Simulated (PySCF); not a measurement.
Two-component Hartree-Fock for Cu¹⁰⁺ (copper, charge +10)

Start: [Ar] 3d1; 3d5/2 filled at m_j = +5/2. Calculated with PySCF 2.14 in an uncontracted even-tempered set (17 s from 0.64 bohr⁻², ratio 2.8; 12 p from 0.83 bohr⁻², ratio 2.8; 8 d from 0.83 bohr⁻², ratio 2.8; 4 f from 2.4 bohr⁻², ratio 3): generalised Hartree-Fock with the X2C-1e Hamiltonian and a Gaussian nucleus; one run each with spin-orbit coupling (SO) screened by Boettger's factors, then bare. This is a chosen level, not necessarily the ground level.

```csv
spinor shell,electrons,"ε, screened SO (eV)","ε, bare SO (eV)",weight of nominal j (bare SO),"rms radius, bare SO (bohr)"
1s1/2,2,-9328.2,-9328.2,1.000,0.0602
2s1/2,2,-1420.4,-1420.4,1.000,0.253
2p1/2,2,-1274.2,-1275.3,0.998,0.225
2p3/2,4,-1253.9,-1253.4,0.999,0.228
3s1/2,2,-387.96,-387.97,1.000,0.692
3p3/2,4,-333.27,-333.20,0.943,0.704
3p1/2,2,-336.06,-336.22,0.886,0.698
3d5/2,1,-265.73,-265.62,1.000,0.680
```

```json
{"quantity": "E (hartree)", "screened SO": "-1615.35919", "bare SO": "-1615.36196"}
{"quantity": "M_J", "screened SO": "5/2", "bare SO": "5/2"}
{"quantity": "⟨J²⟩", "screened SO": "8.754", "bare SO": "8.754"}
{"quantity": "⟨L²⟩", "screened SO": "6.004", "bare SO": "6.004"}
{"quantity": "⟨S²⟩", "screened SO": "0.752", "bare SO": "0.752"}
```

Each row is a mean over spinors that exchange with the open shell spreads, by up to 9.208 eV (3p3/2).

Rows whose weight is well below 1 are mixtures of j = l ± 1/2: exchange outweighs spin-orbit coupling there, and the label is only the starting occupation.
